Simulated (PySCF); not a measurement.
Computed with PySCF 2.14.0 with ωB97X-D3(BJ)/def2-TZVP // PBE0-D3(BJ)/def2-TZVP. All species are isolated molecules in the gas phase. 

Reference species (SMILES): `IB(I)I` (neutral, multiplicity 1).

```json
{
 "dipole_moment": "0.00 D"
}
```

Changed species: `IBI` (whole molecule; the reference has whole molecule).

**Question.** What does the change do to the dipole moment?

**Answer.** the dipole moment increases by 0.24 D, to 0.24 D.
